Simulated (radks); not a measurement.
All-electron atom: Rh16+ in [Ar] 3d10 4s1. Calculated with a radial shooting solver on a logarithmic mesh with Libxc functionals: scalar-relativistic Kohn-Sham, LB94 model potential, spin-polarised, spherical densities, finite nucleus; open shells are filled with parallel spins first (spin-orbit coupling, left out, can overturn this in heavy ions); Fermi nuclear charge, rms radius 4.4945 fm.

Local quantities along the radius. ELF = 1/(1 + alpha^2) is the electron localisation function; alpha = (tau - tau_W)/tau_unif compares the Pauli kinetic energy density with that of the uniform gas (summed over spins). tau is taken from the large components.

```
   r/bohr * ELF (the largest magnitude, 1, reaches the edge; | marks zero)
 0.001831 |                                                      *
 0.002346 |                                                      *
 0.003006 |                                                      *
 0.003852 |                                                      *
 0.004936 |                                                      *
 0.006326 |                                                      *
 0.008106 |                                                      *
  0.01039 |                                                      *
  0.01331 |                                                      *
  0.01706 |                                                     *
  0.02186 |                                                   *
  0.02801 |                                           *
   0.0359 |                            *
    0.046 |                 *
  0.05895 |                   *
  0.07554 |                                *
   0.0968 |                                         *
    0.124 |                                      *
    0.159 |                       *
   0.2037 |                *
    0.261 |                             *
   0.3345 |                                         *
   0.4286 |                                         *
   0.5493 |                             *
   0.7039 |           *
    0.902 |               *
    1.156 |                                        *
    1.481 |                                                  *
    1.898 |                                                  *
```

On this mesh the ELF has minima near r = 0.052, 0.20, 0.79 bohr, which separate the shells, and maxima near 0.11 (0.76), 0.38 (0.78), 1.7 (0.94).
